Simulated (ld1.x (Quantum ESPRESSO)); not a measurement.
The numbers below are computed, except where a source is named.
# Potentials for P (Z = 15) compared

Generated with ld1.x 7.5 (TM, RRKJ, ultrasoft, PAW), atompaw 4.2 or ONCVPSP 4.0.1. The cutoff is in Ry: for ld1.x and atompaw files where the sum of valence levels is converged to 10 mRy in a Bessel basis, for ONCV files where the hardest occupied wave has 1 mHa per electron of residual kinetic energy. The error is the largest all-electron minus pseudo excitation energy over each file’s own four to seven test configurations (ionisations up to +4, promotions, holes and added fractions of an electron), all of which were solved. The labels leave out finer settings (local radius, basis sizes, second energies), which also bear on the numbers. Spin-polarised tests are not counted. The rows are a selection from randomly drawn settings: files with unsolved tests, undetermined cutoffs or missed reference levels are left out.

A true bound ghost makes a file unfit for plane-wave use even where its test errors are small: the radial tests pick states by their node count and pass the ghost by.

```csv
potential,cutoff (Ry),largest error (meV),bound ghosts
"TM, PW91, scalar-relativistic, rc 1.20/1.60 (sp), local p, core correction yes, reference 3s1.75 3p3.25",45,+142,none
"ultrasoft, PBE, non-relativistic, rc 1.45/1.50 (sp), local smoothed, core correction yes, reference 3s2 3p3",18,+44,none
"TM semilocal, PBE, scalar-relativistic, rc 1.45/1.60 (sp), local s, core correction yes, reference 3s2 3p3",21,+179,none
"ultrasoft, Wu–Cohen, scalar-relativistic, rc 1.35/1.85/1.85 (spd), local smoothed, core correction yes, reference 3s2 3p2",21,-23,s
"PAW, PBE, scalar-relativistic, rc 1.55/1.70/1.55 (spd), local smoothed, core correction yes, reference 3s2 3p3",15,-132,none
"TM semilocal, LDA (PZ), scalar-relativistic, rc 1.30/1.80 (sp), local s, core correction yes, reference 3s2 3p3",40,+180,none
"PAW, PBE, scalar-relativistic, rc 1.70/2.10/2.30 (spd), local smoothed, core correction yes, reference 3s2 3p3",12,-130,none
```

**Question.** Fill in the row for P: PAW, PBEsol, scalar-relativistic, rc 1.70/1.40/1.45 (spd), local smoothed, core correction yes, reference 3s2 3p3.

**Answer.** cutoff 10 Ry, largest error -138 meV, bound ghosts: none.

**Question.** Fill in the row for P: TM, PBE, scalar-relativistic, rc 1.45/1.65 (sp), local p, core correction yes, reference 3s2 3p1.

**Answer.** cutoff 30 Ry, largest error +59 meV, bound ghosts: none.
